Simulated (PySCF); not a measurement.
Atoms are numbered as in `[CH3:1][C:2]1=[CH:3][SiH2:4][CH:5]=[CH:6][Si@@H:7]1[Cl:8]`. Hydrogens are named by the atom that carries them. Ha(Si4) is cis to Cl8 on the ring; Hb(Si4) is trans to Cl8 on the ring.

Theory: PBE0/pcSseg-1 with gauge-including orbitals, geometry from GFN2-xTB, in PySCF 2.14 (in vacuum, a single conformation, fast rotation and ring inversion assumed for equivalent nuclei, no relativistic terms).

δ = σ(ref) − σ, references computed at the same level: ¹³C (186.93 ppm) vs TMS.

Q: Do the ¹³C shifts follow the atomic charges (in e)? Tabulate both.

A: 
```json
{"atoms": "C2", "hybridisation": "sp2", "δ (ppm)": "166.2", "σ para (ppm)": "-243", "Hirshfeld": "-0.07", "IAO": "-0.23", "Mulliken": "-0.55", "ESP-fitted": "+0.19"}
{"atoms": "C6", "hybridisation": "sp2", "δ (ppm)": "155.8", "σ para (ppm)": "-230", "Hirshfeld": "-0.14", "IAO": "-0.41", "Mulliken": "-0.41", "ESP-fitted": "-0.23"}
{"atoms": "C5", "hybridisation": "sp2", "δ (ppm)": "154.7", "σ para (ppm)": "-227", "Hirshfeld": "-0.12", "IAO": "-0.39", "Mulliken": "-0.39", "ESP-fitted": "-0.30"}
{"atoms": "C3", "hybridisation": "sp2", "δ (ppm)": "142.8", "σ para (ppm)": "-215", "Hirshfeld": "-0.14", "IAO": "-0.42", "Mulliken": "-0.33", "ESP-fitted": "-0.42"}
{"atoms": "C1", "hybridisation": "sp3", "δ (ppm)": "31.8", "σ para (ppm)": "-91", "Hirshfeld": "-0.12", "IAO": "-0.42", "Mulliken": "-0.18", "ESP-fitted": "-0.58"}
```

Correlation coefficients of δ with charge over these carbons: Hirshfeld +0.18, IAO +0.42, Mulliken -0.89, ESP-fitted +0.72; with the paramagnetic shielding -1.00. Among the 4 sp2 carbons alone: Hirshfeld +0.86, IAO +0.84, Mulliken -0.96, ESP-fitted +0.93. With so few points, grouped by hybridisation, these coefficients are fragile. Charge is one influence among several: hybridisation and low-lying excitations act through the paramagnetic term.

Shifts are as computed. Against solution values, carbons near 30 ppm lie about +3 ppm off and those near 130 ppm about +5 ppm. Of 1211 compounds with measured shifts, 218 miss one by over three times the rms of a fit or turn the order of signals round; such compounds aren't used in these exercises.
